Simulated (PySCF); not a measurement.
Members of one series of related molecules.

All values: PBE0/def2-SVPD (PySCF) at GFN2-xTB geometries, gas phase, one conformer each. Core orbitals are frozen in the response; Δα² is half the sum of the squared differences of the principal polarisabilities.

(1) Rank by HOMO energy, highest first.
A. `CCn1ncc(Cl)n1`
B. `CCn1ncc(C)n1`
C. `n1(nc([SiH3])cn1)CC`
D. `CCN1N=CC(C#N)=N1`

(2) Rank by mean static polarisability, highest first.
A. `CCn1ncc(Cl)n1`
B. `CCn1ncc([SiH3])n1`
C. `CCN1N=CC(C#N)=N1`
D. `C#CC1=NN(CC)N=C1`
E. `n1(nc(C)cn1)CC`

(3) Rank by dipole moment, lowest first.
A. `[CH3:1][CH2:2][n:3]1[n:4][cH:5][c:6]([C:7]#[N:8])[n:9]1` with C1–C2–N3–N4 -88°
B. `[CH3:1][CH2:2][n:3]1[n:4][cH:5][c:6]([CH3:7])[n:8]1` with C1–C2–N3–N4 -89°
C. `[CH3:1][CH2:2][n:3]1[n:4][cH:5][c:6]([SiH3:7])[n:8]1` with C1–C2–N3–N4 91°
D. `[CH3:1][CH2:2][n:3]1[n:4][cH:5][c:6]([Cl:7])[n:8]1` with C1–C2–N3–N4 93°

## Answers

(1) B (-7.19 eV), A (-7.45 eV), C (-7.59 eV), D (-8.16 eV).

(2) B (14.03 Å³), D (13.67 Å³), C (12.40 Å³), A (12.00 Å³), E (11.76 Å³).

(3) B (0.42 D), C (1.06 D), D (2.02 D), A (5.01 D).

All values together:

| SMILES | change | formula | μ (D) | HOMO (eV) | LUMO (eV) | α (Å³) | Δα (Å³) | electrons | α per electron (Å³) |
| --- | --- | --- | --- | --- | --- | --- | --- | --- | --- |
| C#Cc1cnn(CC)n1 | parent | C6H7N3 | 1.11 | -7.13 | -0.69 | 13.67 | 10.23 | 64 | 0.214 |
| CCn1ncc([SiH3])n1 | ethynyl replaced by SiH3 | C4H9N3Si | 1.06 | -7.59 | -0.31 | 14.03 | 6.78 | 68 | 0.206 |
| CCn1ncc(C#N)n1 | ethynyl replaced by CN | C5H6N4 | 5.01 | -8.16 | -1.29 | 12.40 | 8.38 | 64 | 0.194 |
| CCn1ncc(Cl)n1 | ethynyl replaced by Cl | C4H6ClN3 | 2.02 | -7.45 | -0.44 | 12.00 | 6.56 | 68 | 0.176 |
| CCn1ncc(C)n1 | ethynyl replaced by CH3 | C5H9N3 | 0.42 | -7.19 | 0.05 | 11.76 | 5.66 | 60 | 0.196 |

Conformers: `[CH:1]#[C:2][c:3]1[cH:4][n:5][n:6]([CH2:7][CH3:8])[n:9]1` with N5–N6–C7–C8 89°; `[CH3:1][CH2:2][n:3]1[n:4][cH:5][c:6]([SiH3:7])[n:8]1` with C1–C2–N3–N4 91°; `[CH3:1][CH2:2][n:3]1[n:4][cH:5][c:6]([C:7]#[N:8])[n:9]1` with C1–C2–N3–N4 -88°; `[CH3:1][CH2:2][n:3]1[n:4][cH:5][c:6]([Cl:7])[n:8]1` with C1–C2–N3–N4 93°; `[CH3:1][CH2:2][n:3]1[n:4][cH:5][c:6]([CH3:7])[n:8]1` with C1–C2–N3–N4 -89°.

Give the shifts from the parent, `C#Cc1cnn(CC)n1`.

| SMILES | change in μ (D) | change in HOMO (eV) | change in LUMO (eV) | change in mean α (Å³) |
| --- | --- | --- | --- | --- |
| CCn1ncc([SiH3])n1 | -0.05 | -0.46 | +0.38 | +0.36 |
| CCn1ncc(C#N)n1 | +3.90 | -1.03 | -0.60 | -1.27 |
| CCn1ncc(Cl)n1 | +0.91 | -0.32 | +0.25 | -1.67 |
| CCn1ncc(C)n1 | -0.69 | -0.06 | +0.74 | -1.91 |
